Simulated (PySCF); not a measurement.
Species: C7H11ClO.
Numbering: `[CH3:1][C@@H:2]1[C@H:3]2[CH2:4][CH2:5][C@:6]1([Cl:7])[CH2:8][O:9]2`

Structure used (GFN2-xTB), in Å, numbered top down from 1:
```xyz
20
C7H11ClO angstrom
C      2.0706    0.7649   -0.1500
C      0.9074   -0.1061    0.2900
C      0.1959   -0.8710   -0.8345
C     -0.9379   -1.5868   -0.0797
C     -1.3289   -0.5466    0.9929
C     -0.4015    0.6210    0.6404
Cl    -0.3129    1.8671    1.8822
C     -0.8266    1.1544   -0.7322
O     -0.3665    0.1587   -1.6369
H      2.9612    0.1535   -0.2762
H      1.8539    1.2534   -1.0960
H      2.2744    1.5243    0.6018
H      1.2160   -0.7632    1.1042
H      0.8004   -1.5066   -1.4774
H     -1.7594   -1.8112   -0.7573
H     -0.5847   -2.5165    0.3631
H     -1.1204   -0.9044    2.0011
H     -2.3779   -0.2580    0.9402
H     -0.3551    2.1143   -0.9680
H     -1.9131    1.2692   -0.8108
```

Probes without a nucleus sit at each ring's centroid and 1 Å off its mean plane on both sides; NICS is minus the shielding there, NICSzz its component along the normal. Level: GIAO PBE0/pcSseg-1 (PySCF, non-relativistic, gas phase) on the GFN2-xTB geometry, one conformer.

Rings: 1. C2–C3–C4–C5–C6; 2. C2–C3–O9–C8–C6.

```tsv
set	NICS(0)	NICS(1), two faces	NICS(1)zz, two faces
P	-7.3	-8.9 / -4.4	-8.3 / -2.4
Q	-10.1	-8.1 / -4.7	-13.5 / -9.0
```

Question: Which set (ppm) belongs to which ring?

Answer: P = 1, Q = 2.
- 1 (5-membered carbocycle; formal bonds all single): mean NICS(1)zz -5.4 ppm, shielded. C2, C3, C4, C5, C6 have four or more neighbours, and the NICS criterion for π rings isn't applied.
- 2 (5-membered ring with O; formal bonds all single): mean NICS(1)zz -11.2 ppm, shielded. C2, C3, C6, C8 have four or more neighbours; no verdict on aromaticity is drawn.

Question: How do the rings differ in shape?

Answer: 
```csv
ring,bond lengths (Å),rms pucker (Å),HOMA,nearest outside atom to a NICS(1) probe (Å)
1,"1.535, 1.539, 1.544, 1.532, 1.538",0.28,–,hydrogen 1.12
2,"1.535, 1.421, 1.422, 1.533, 1.538",0.26,–,carbon 1.19
```

Hardware: one thread of an Arm Neoverse V2, shared host with 192 logical CPUs at a one-minute load of 40. Cost: 33 s, 0.97 GiB resident at most. This is the whole shielding run at PBE0/pcSseg-1, SCF included.
